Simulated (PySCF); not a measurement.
HGeO (SMILES [OH+]=[Ge]), charge +1, singlet, geometry from GFN2-xTB. Base run: PBE0/6-31G run with PySCF.

PySCF was given this input:
```python
from pyscf import gto, scf, dft

mol = gto.Mole()
mol.atom = '''
    O    -0.000000   -0.000000   -1.247879
    Ge    0.000000    0.000000    0.381520
    H    -0.000000   -0.000000   -2.225602
'''
mol.basis = '6-31g'
mol.charge = 1
mol.spin = 0
mol.verbose = 4
mol.symmetry = True
mol.build()

mf = dft.RKS(mol)
mf.xc = 'pbe0'
mf.kernel()
mf.analyze()
```

The base run was repeated with changes; each row names its change, and settings that it needs were set with it.

```
change                   ΔE vs base (mEh)  point group used  SCF cycles
-----------------------  ----------------  ----------------  ----------
base                                0.000              Coov           8
symmetry_subgroup = C2v             0.000               C2v           8
symmetry = off                      0.000                C1           8
```
